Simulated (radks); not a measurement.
Results of a calculation; reference values are marked as such.
Valence configurations of the lutetium ion Lu2+ (all share [Xe]). Code: a radial shooting solver on a logarithmic mesh with Libxc functionals. Model: scalar-relativistic Kohn-Sham, PBE, spin-polarised, spherical densities, point nucleus; open shells are filled with parallel spins first (spin-orbit coupling, left out, can overturn this in heavy ions). Energies are relative to 4f14 6s1; eigenvalues in eV for spin up.

valence           E (eV)  moment (Bohr magnetons)    e(4f)    e(5d)    e(6p)    e(6s)
4f14 6s1           0.000                        1  -26.890        -        -  -18.007
4f14 5d1           1.148                        1  -24.330  -15.406        -        -
4f14 6p1           5.381                        1  -28.320        -  -13.397        -
4f13.5 5d0.5 6s1   5.516                        2  -30.849  -18.128        -  -18.565
4f13.5 6s1 6p0.5   8.226                        2  -32.961        -  -13.841  -19.589
4f13.5 5d1 6p0.5   8.519                        2  -30.183  -17.770  -12.804        -
4f13.5 5d0.5 6p1  11.120                        2  -32.260  -19.122  -13.697        -
4f13 5d1 6s1      12.277                        3  -34.967  -19.176        -  -19.062
4f13 6s2          13.553                        1  -37.985        -        -  -19.668
4f13 6s1 6p1      18.741                        3  -39.315        -  -14.977  -21.077

NIST lists [Xe] 4f14 6s1 as the ground configuration; this level of theory agrees among the configurations tried. The energies are those of spherical high-spin densities, not of single terms.
